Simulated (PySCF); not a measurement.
## Ti²⁺: ionisation energy

Ti²⁺ [Ar] 3d2 [3d3/2^2, M_J = 2] → Ti³⁺ [Ar] 3d1 [3d3/2^1, M_J = 3/2], as a difference of total energies. Calculation: PySCF 2.14, in x2c-TZVPall-2c; the two-component X2C-1e Hamiltonian. Correlated levels: [Ne] frozen; the 6 highest virtual spinors dropped. "Screened" scales the spin-orbit matrix elements by Boettger's factors to mimic the two-electron term; Breit and QED terms are absent.

```tsv
method	ionisation energy (eV)
GHF (spin-free)	26.501
GMP2 (spin-free)	26.905
GHF (screened spin-orbit)	26.498
GMP2 (screened spin-orbit)	26.898
```

Task: How much does correlation contribute at GMP2 (screened spin-orbit)?

Result: 26.898 − (26.498) = 0.400 eV, measured against GHF (screened spin-orbit).

Errors of the correlated levels include the incompleteness of this basis and the frozen core.

The labels give the starting determinants; with spin-orbit coupling the two ends relaxed to ⟨J²⟩ = 7.86, ⟨L²⟩ = 12.00, ⟨S²⟩ = 2.00 and ⟨J²⟩ = 3.88, ⟨L²⟩ = 6.01, ⟨S²⟩ = 0.75.

The determinant of Ti²⁺ mixes levels of different J (the jj label is only the starting occupation), so the difference between spin-free and spin-orbit rows is not the physical spin-orbit shift.

For comparison: 27.492 eV (measured; NIST Atomic Spectra Database, ionization energies).
